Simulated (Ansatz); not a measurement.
Diatomic TePb, closed-shell singlet (the spin of the measured ground state). No spin–orbit coupling.

```csv
level,bond energy D_e (eV)
SVWN5/def2-TZVPP,4.966
PBE/def2-TZVPP,4.167
r2SCAN/def2-TZVPP,3.853
B97M-V/def2-TZVPP,4.048
B3LYP/def2-TZVPP,3.840
PBE0/def2-TZVPP,3.814
BHLYP/def2-TZVPP,3.427
CAM-B3LYP/def2-TZVPP,3.581
wB97X-V/def2-TZVPP,3.756
wB97M-V/def2-TZVPP,3.530
B2PLYP/def2-TZVPP,3.933
CCSD/def2-TZVPP,3.377
CCSD/def2-QZVPP,3.559
CCSD(T)/def2-TZVPP,3.748
CCSD(T)/def2-QZVPP,3.966
"CCSD(T)/CBS(def2-TZVPP, def2-QZVPP)",4.118
```

The rows run from 3.377 (CCSD/def2-TZVPP) to 4.966 eV (SVWN5/def2-TZVPP). From def2-TZVPP to def2-QZVPP CCSD(T) changes by 0.217. The 11 functionals in def2-TZVPP without D3 or D4 span 1.540, from BHLYP to SVWN5.

D_e counts from the fitted minimum to each atom's lowest state at the same level, without counterpoise. The singlet is restricted.

Correlated levels freeze the inner cores; with def2 sets outer-core shells near the valence are correlated too. CBS(a, b) extrapolates the correlation energy as X⁻³ and adds the Hartree–Fock energy of set b.

Doubts at one or more of the structures used: a restricted determinant that unrestricted orbitals would lower (CCSD/def2-TZVPP, CCSD/def2-QZVPP, CCSD(T)/def2-TZVPP, CCSD(T)/def2-QZVPP, CCSD(T)/CBS(def2-TZVPP, def2-QZVPP)).

Run with Ansatz (an electronic-structure program). Values without a source in brackets are computed. In def2 rows elements past Kr take small-core potentials, without spin–orbit coupling.
